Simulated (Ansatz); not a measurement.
C₂H₂Br₂Cl₂ (`Cl[C@H](Br)[C@H](Cl)Br`), 8 atoms. Charge 0, multiplicity 1. Correlated methods include outer-core shells of Br, which these sets cover unevenly. Scalar relativity is left out up to krypton. Hardware: A = 2 threads of an AMD EPYC 7R13 on a shared host; B = 2 threads of an AMD EPYC 7R13 on a shared host and a share of an NVIDIA H100 80 GB. Correlated methods freeze the cores. Open-shell runs search over several starts.

(1) How many basis functions does each run have, and how long does it take in Ansatz? UHF-MP2/def2-QZVPP energy of the cation [B]; UHF-CCSD(T)/def2-TZVPP energy of the cation [B]; RKS PBE0-D4/def2-TZVPP energy [A]; RKS PBE0-D4/def2-SVP energy [A]; RKS ωB97M-V/def2-SVP energy [A]; UKS ωB97M-V/def2-TZVPP energy of the cation [A]; RHF-MP2/def2-QZVPP energy [B]; UKS B2PLYP (frozen core)/def2-TZVPP energy of the cation [A]; UKS PBE-D4/def2-TZVPP energy of the cation [A]; UKS B3LYP-D4/def2-TZVPP energy of the cation [A]; RHF-CCSD(T)/def2-SVP energy [B]; UKS PBE0-D4/def2-TZVPP energy of the cation [A]. (Best estimate.)

Answers

(1) Ansatz gave: Other jobs shared the machine, so times are rough.

| level | job | functions | wall time | peak host memory (GiB) |
| --- | --- | --- | --- | --- |
| RKS PBE0-D4/def2-SVP | energy [A] | 138 | 3.4 s | 0.45 |
| RHF-CCSD(T)/def2-SVP | energy [B] | 138 | 3.5 s | 0.81 |
| RHF-MP2/def2-QZVPP | energy [B] | 492 | 6 s | 1.1 |
| RKS PBE0-D4/def2-TZVPP | energy [A] | 270 | 10 s | 1.4 |
| RKS ωB97M-V/def2-SVP | energy [A] | 138 | 11 s | 0.61 |
| UKS PBE-D4/def2-TZVPP | energy of the cation [A] | 270 | 27 s | 0.76 |
| UHF-MP2/def2-QZVPP | energy of the cation [B] | 492 | 34 s | 1.2 |
| UHF-CCSD(T)/def2-TZVPP | energy of the cation [B] | 270 | 42 s | 0.97 |
| UKS PBE0-D4/def2-TZVPP | energy of the cation [A] | 270 | 44 s | 1.7 |
| UKS B3LYP-D4/def2-TZVPP | energy of the cation [A] | 270 | 59 s | 1.8 |
| UKS B2PLYP (frozen core)/def2-TZVPP | energy of the cation [A] | 270 | 73 s | 1.4 |
| UKS ωB97M-V/def2-TZVPP | energy of the cation [A] | 270 | 3.1 min | 3.1 |

B3LYP here is the variant with VWN-RPA as its local correlation; programs differ in this.
